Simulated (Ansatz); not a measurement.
`[AlH2][SnH2][SiH3]`, charge 0, multiplicity 1.

(1) Give a relaxed structure at PBE0-D4/def2-TZVP (the Gaussian-basis code of Ansatz). (An estimate is asked.)

Results:

(1) Computed: 
Z-matrix (Å, degrees):
```
Sn
Si 1 2.564
Al 1 2.660 2 114.4
H 1 1.715 2 107.8 3 -123.4
H 1 1.715 2 107.8 3 123.5
H 2 1.488 1 111.6 3 179.8
H 2 1.488 1 110.0 3 -59.7
H 2 1.488 1 110.0 3 59.4
H 3 1.588 1 120.5 2 179.2
H 3 1.588 1 120.4 2 -0.8
```
Point group Cs.
This is one stationary point; other conformers may exist.
